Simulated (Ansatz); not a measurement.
Molecule: [diamino(methyl)germyl]methane, C₂H₁₀GeN₂, charge 0, multiplicity 1. 
Structure (B3LYP-D3(BJ)/def2-TZVP (Ansatz, a program for electronic structure) minimum search):
```xyz
15

C      1.7159    -0.6154    -0.7021
Ge    -0.0003     0.0009     0.0019
C     -1.4772    -0.2233    -1.2752
N     -0.4533    -1.0149     1.4808
N      0.2889     1.7603     0.5389
H      1.6406    -1.6593    -1.0047
H      2.0179    -0.0208    -1.5652
H      2.4839    -0.5276     0.0662
H     -2.4061     0.1664    -0.8566
H     -1.6169    -1.2786    -1.5117
H     -1.2639     0.3170    -2.1978
H      0.0658    -0.7856     2.3185
H     -1.4396    -1.0203     1.7031
H      0.7832     2.3355    -0.1312
H     -0.5363     2.2599     0.8442
```

Parts of the frozen-core correlation energy in cc-pVDZ (Ansatz, hartree). Frozen orbitals: 18; correlated occupied orbitals by spin: 16 and 16; virtual: 99 and 99. Spin-orbit coupling is left out. No relativistic terms.

```json
[
 {"term": "reference (HF)", "value": "-2265.84093"},
 {"term": "MP2 opposite-spin", "value": "-0.56413"},
 {"term": "MP2 same-spin", "value": "-0.17355"},
 {"term": "CCSD correlation", "value": "-0.79937"},
 {"term": "(T)", "value": "-0.02155"},
 {"term": "T1 diagnostic", "value": "0.009"},
 {"term": "largest doubles amplitude", "value": "0.019"}
]
```
